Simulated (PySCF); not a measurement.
methyl (Z)-2,3-difluoroprop-2-enoate (C4H4F2O2), SMILES F/C(C(=O)OC)=C\F. Geometry: B3LYP-D3(BJ)/def2-SVP. Other conformers were not sampled.

Question: Give the equilibrium geometry at B3LYP-D3(BJ)/def2-SVP (PySCF confirms it by a frequency run) as a Z-matrix, and its point group. (Estimate from the structure and the level; the computed values follow.)

Answer: Several could match; the one computed here: point group Cs.
```
C
O 1 1.2095
O 1 1.3358 2 124.83
C 3 1.4286 1 115.89 2 0.00
H 4 1.0962 3 106.07 1 180.00
H 4 1.1002 5 110.50 3 119.95
H 4 1.1002 5 110.50 6 120.10
C 1 1.4862 2 123.60 3 180.00
F 8 1.3320 1 118.09 2 180.00
C 8 1.3404 9 121.74 1 180.00
F 10 1.3238 8 122.18 9 0.00
H 10 1.0910 11 115.87 8 180.00
```
